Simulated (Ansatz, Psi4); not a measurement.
Internal rotation in SMILES [CH3][Al]([CH3])[NH][SiH2]N. Scanned: dihedral N3–Si1–N2–H9; all other coordinates were relaxed at GFN2-xTB.

Atom numbering (GFN2-xTB optimised geometry, Å):
```
17

Si     2.1568    -1.0843     0.0320
N      2.5633     0.5813    -0.1154
N      0.4193    -1.1134     0.0962
Al    -0.9927     0.0107    -0.0128
C     -0.7571     1.9870    -0.1353
C     -2.7827    -0.8740     0.0070
H      2.6859    -1.7446    -1.1685
H      2.6654    -1.7687     1.2395
H      1.9913     1.2358     0.3938
H      3.5328     0.8445    -0.0588
H      0.0984    -2.0729     0.1861
H     -1.6879     2.4876    -0.4201
H     -0.4338     2.4418     0.8067
H     -0.0046     2.2532    -0.8840
H     -2.9509    -1.4901    -0.8824
H     -3.6023    -0.1514     0.0501
H     -2.9013    -1.5423     0.8661
```

Levels: PBE/def2-TZVP // GFN2-xTB (Psi4); PBE-D3(BJ)/def2-TZVP // GFN2-xTB (Psi4); B3LYP/def2-TZVP // GFN2-xTB (Psi4); CCSD(T)/cc-pVDZ = Ansatz (a program for electronic structure) with CCSD(T) on RHF/cc-pVDZ, frozen core // GFN2-xTB.

Energies relative to the lowest point of each profile, in kJ/mol; the last columns give the difference from CCSD(T):

```csv
φ / °,PBE/def2-TZVP,PBE-D3(BJ)/def2-TZVP,B3LYP/def2-TZVP,CCSD(T)/cc-pVDZ,PBE/def2-TZVP − CCSD(T)/cc-pVDZ,PBE-D3(BJ)/def2-TZVP − CCSD(T)/cc-pVDZ,B3LYP/def2-TZVP − CCSD(T)/cc-pVDZ
-150,10.6,10.3,9.9,13.7,-3.1,-3.3,-3.7
-120,7.5,7.3,7.0,10.1,-2.6,-2.8,-3.1
-90,1.7,1.7,1.5,2.5,-0.8,-0.8,-1.0
-60,0.0,0.0,0.0,0.0,0.0,0.0,0.0
-30,3.8,3.7,3.5,5.3,-1.5,-1.6,-1.8
0,9.1,8.9,7.8,13.9,-4.8,-5.0,-6.1
30,8.7,8.5,7.7,11.7,-3.0,-3.2,-4.0
60,1.9,1.7,1.5,1.7,0.2,0.1,-0.2
90,1.5,1.4,1.3,2.3,-0.8,-0.8,-1.0
120,7.1,6.9,6.7,9.6,-2.5,-2.8,-3.0
150,10.6,10.4,10.0,13.8,-3.1,-3.4,-3.8
180,4.3,4.1,3.5,5.8,-1.5,-1.7,-2.3
```

PBE/def2-TZVP is furthest from CCSD(T)/cc-pVDZ at 0 (-4.8 kJ/mol, below); its mean absolute difference over the points is 2.0 kJ/mol.

PBE-D3(BJ)/def2-TZVP is furthest from CCSD(T)/cc-pVDZ at 0 (-5.0 kJ/mol, below); its mean absolute difference over the points is 2.1 kJ/mol.

B3LYP/def2-TZVP is furthest from CCSD(T)/cc-pVDZ at 0 (-6.1 kJ/mol, below); its mean absolute difference over the points is 2.5 kJ/mol.
